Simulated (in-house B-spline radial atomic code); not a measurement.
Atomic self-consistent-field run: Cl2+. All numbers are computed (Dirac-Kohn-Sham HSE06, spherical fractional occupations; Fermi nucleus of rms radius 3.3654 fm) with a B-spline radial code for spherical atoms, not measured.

Command:
```bash
python run_scf.py task.json out
```
Settings (nuclear radius in fm, mass in u):
```
Z                17
configuration    [Ne] 3s2 3p3
hamiltonian      dirac
method           hse06
spin_polarised   False
nucleus          fermi
rms_radius       3.3654
atomic_mass      34.96885
speed_of_light   137.035999084
```

Output (hartree, bohr):
```
 radial grid: 70 intervals, B-splines of order 8, outer radius 25.5556 bohr

 iter        energy (Eh)    residual
    1        -458.299481    2.55e-01
    2        -459.716050    1.02e-01
    3        -459.944712    2.70e-02
    4        -459.967312    8.09e-03
    5        -459.969324    3.76e-03
    6        -459.969692    1.93e-04
    7        -459.969693    1.90e-05
    8        -459.969693    1.67e-07

 total energy                      -459.96969
 kinetic                             462.4017
 electron-nucleus                  -1082.7983
 Hartree                             187.6926
 exact exchange                       -6.4084
 exchange-correlation                -20.8573

 first-order corrections (not in the total)
   Gaunt                             0.1169
   retardation                      -0.0088
   frequency dependence             -0.0001
   self-energy                       0.0765
   Uehling                          -0.0052
   Wichmann-Kroll                    0.0000
   recoil                            0.0059

 orbital      occ     eigenvalue          <r>       <r^2>       <1/r>       <r^4>     <1/r^2>       r_max    small
 1s1/2      2.000      -103.2082    0.0909232   0.0111244     16.6807 0.000319851     565.976     0.05946  3.66e-03
 2s1/2      2.000       -10.6650     0.442353    0.232372     3.32423   0.0970389     46.3001       0.361  5.77e-04
 2p1/2      2.000        -8.3733     0.404255    0.203469      3.2274   0.0880116     14.6695      0.3006  5.53e-04
 2p3/2      4.000        -8.3102     0.406547    0.205634     3.20307   0.0897526     14.3296      0.3024  5.49e-04
 3s1/2      2.000        -1.7211      1.44191     2.38708     0.95543     9.09495     5.61126       1.247  1.02e-04
 3p1/2      1.000        -1.1731      1.61022     3.02579    0.838025     15.4961     1.59773       1.351  8.21e-05
 3p3/2      2.000        -1.1672      1.61628     3.04821    0.834076     15.7192      1.5662       1.356  8.16e-05
```

Time taken, with all properties: 1.2 s on 1 thread of Arm Neoverse V2, on a shared host.

For the Dirac Hamiltonian the kinetic term is c α·p + (β - 1)c².

Caution: exact exchange at fractional occupations of open shells leaves self-interaction of up to several eV.
